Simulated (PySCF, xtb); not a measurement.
ZrO2, SMILES [O]=[Zr]=[O], multiplicity 1.

Harmonic wavenumbers (cm⁻¹) from xtb with GFN2-xTB at its own minimum, in rising order: 241, 728, 755.

What does PBE-D3(BJ)/def2-TZVP (PySCF 2.14.0) give at its own minimum? (An estimate is asked for; the answer gives what the named calculation found.)

304, 844, 910. Paired by order, the mean absolute difference is 111 cm⁻¹ and the zero-point energies are 2.5 and 2.9 kcal/mol.
